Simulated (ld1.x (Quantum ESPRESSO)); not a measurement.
## Pseudopotential generation for O: TM, LDA (PZ), scalar-relativistic.

- Element: O
- Generator: ld1.x (Quantum ESPRESSO) 7.5
- Type: norm-conserving Troullier–Martins (Kleinman–Bylander form)
- Functional: LDA (PZ)
- Relativity: scalar-relativistic
- Frozen core: [He]
- Valence charge: 6
- Reference configuration: 2s1 2p5
- Partial waves: 2p (bound): rc 1.50 bohr; 3d channel at 0.2 Ry: rc 1.35 bohr; 2s (bound): rc 0.60 bohr
- Local potential: the s channel
- Core correction: a·sin(br)/r model core, default radius (core density twice the valence density)

- Cutoffs needed: 160 Ry and over 300 Ry (the cutoffs (Ry, on a coarse ladder) from which the occupation-weighted sum of valence levels, in a spherical-Bessel basis at the reference potential, stays within 10 and 1 mRy of its value at 400 Ry)
- Ghost test: no extra level below or beside the all-electron valence levels (p, d, s, f tested) (spherical-Bessel basis up to 400 Ry, 20 bohr box)
- Largest excitation error: +2746 meV (all-electron minus pseudo) for 2s2 2p0, out of 7 test configurations
